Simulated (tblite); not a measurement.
C₅H₄NO (doublet state).
InChI=1S/C5H4NO/c6-4-5-2-1-3-7-5/h1,3H,2H2

Level: GFN2-xTB in tblite, geometry and Hessian alike; calculated harmonic values, unscaled, isolated species. Errors from tens to a few hundred cm⁻¹ against measured bands are possible. Open shells enter through the occupations alone, without spin polarisation, and single modes of such species can be off by tens of per cent.

Harmonic wavenumbers (cm⁻¹): 122.7, 159.4, 324.3, 425.1, 497.8, 534.7, 547.1, 748.4, 817.6, 822.4, 850.8, 903.0, 1002.8, 1044.2, 1077.5, 1111.5, 1185.8, 1219.1, 1262.1, 1388.2, 1419.1, 1597.1, 2253.8, 2864.8, 2913.5, 3157.2, 3188.5.

A = 8273, B = 2011, C = 1634 MHz; mass 94.029 u (most abundant isotopes); point group Cs, symmetry number 1; spin multiplicity 2.

Problem. What is the zero-point energy?

Solution. Half the sum of the wavenumbers: 16719 cm⁻¹ = 200.00 kJ/mol.

Problem. Entropy at 298.15 K, 1 bar (ideal gas, RRHO, classical rotation)?

Solution. Translation 165.52, rotation 112.43, vibration 45.89, spin (R ln 2) 5.76: S = 329.6 J/(mol K).

Problem. And Cp and H(298.15 K) − H(0)?

Solution. Cp = 98.53 J/(mol K), of which vibrations give 65.27 (their classical limit is 27 R = 224.5); H(298.15 K) − H(0) = 18.20 kJ/mol without the zero-point energy, 8.28 from vibrations.

Problem. Which modes carry the vibrational entropy at 298.15 K?

Solution. 122.7 cm⁻¹: 12.79; 159.4 cm⁻¹: 10.70; 324.3 cm⁻¹: 5.39; 425.1 cm⁻¹: 3.66; 497.8 cm⁻¹: 2.78; 534.7 cm⁻¹: 2.41 J/(mol K); the other 21 give 8.16 together.

Problem. Blend soft modes into free rotors: weight 1/[1 + (100 cm⁻¹/ν̃)⁴] for the oscillator and the rest for a rotor with moment μB/(μ + B), μ = h/(8π²ν), B = 10⁻⁴⁴ kg m². What vibrational entropy results?

Solution. 45.32 J/(mol K) in place of 45.89, which changes −T·S at 298.15 K by +0.17 kJ/mol.

Hindered rotation and anharmonicity are outside this model.
